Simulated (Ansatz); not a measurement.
`[CH3][SnH]([F])[SH]` → `F[CH2][SnH2][SH]`  (isomerisation)

Computed with Ansatz on PBE0-D4/def2-TZVP structures; ΔE is electronic, products minus reactants. CCSD(T)/CBS is the MP2 limit (def2-TZVPP, def2-QZVPP) plus CCSD(T) − MP2 in def2-TZVPP, frozen cores. Functionals use def2-TZVPP. B3LYP here is the variant with VWN-RPA as its local correlation; programs differ in this. HSE06 is defined as in plane-wave codes. def2 core potentials past Kr. For Sn outer-core shells are correlated without core-valence functions, which leaves a few kJ/mol of doubt a bond. One conformer a species, not always the lowest.

```tsv
level	ΔE (kJ/mol)	difference from CCSD(T)/CBS
LDA (SPW92)	167.2	-24.7
BLYP-D4	180.1	-11.8
r2SCAN-D4	185.9	-6.0
B3LYP-D4	180.5	-11.4
HSE06-D4	177.4	-14.5
BHLYP-D4	182.3	-9.6
BLYP	180.5	-11.4
PBE0	177.8	-14.1
B3LYP	180.7	-11.2
r2SCANh	185.2	-6.7
LC-ωPBE	183.9	-8.0
MP2/def2-SVP	186.9	-5.0
SCS-MP2/def2-TZVPP	188.3	-3.6
HF/def2-QZVPP	184.5	-7.4
SCS-MP2/def2-QZVPP	195.4	3.5
MP2/CBS(def2)	203.6	11.7
CCSD(T)/CBS	191.9	0
```

Largest T1 diagnostic among the species: 0.013.

At CCSD(T), def2-SVP lies −19.2 kJ/mol from the extrapolated value and def2-TZVPP −10.4 kJ/mol. Leaving LDA and LC-ωPBE aside and taking each functional with its dispersion term where it has one, the values, not all of them listed here, spread over 9.5 kJ/mol, from PBE-D4 to B2PLYP. LDA lies −10.0 kJ/mol from PBE without D4.
